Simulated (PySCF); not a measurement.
A run for PySCF: U-TPSSh/def2-TZVPP on H4O4Re (SMILES [OH][Re]([OH])([OH])[OH]), 2S+1 = 2, a spin state set in the input, which need not be the lowest. Elements past Kr take the def2 small-core potentials; no spin–orbit coupling.

```python
from pyscf import gto, dft

mol = gto.M(
    atom='''
    Re    0.17480222   -0.03840542    0.08950107
    O     1.53165204    1.25305068    0.30699322
    H     1.37960478    2.10146514   -0.13331410
    O     1.23854524   -1.56360975    0.14810919
    H     1.18615991   -2.36288673   -0.38481131
    O    -1.53664135   -0.80666337    0.39769408
    H    -1.73475310   -1.25415192    1.22879366
    O    -0.72860102    1.38625523   -0.79481913
    H    -1.61591026    1.15116751   -1.09715475
    ''',
    basis='def2-tzvpp',
    ecp={'Re': 'def2-tzvpp'},
    charge=0, spin=1, verbose=4, max_memory=1800)
mf = dft.UKS(mol, xc='tpssh').density_fit(auxbasis='def2-universal-jkfit')
mf.grids.level = 4
mf.conv_tol = 1e-9
mf.max_cycle = 150
mf.kernel()
mf.dip_moment()
```

Q: Give the final energy of this run.

A: -381.8018 hartree.
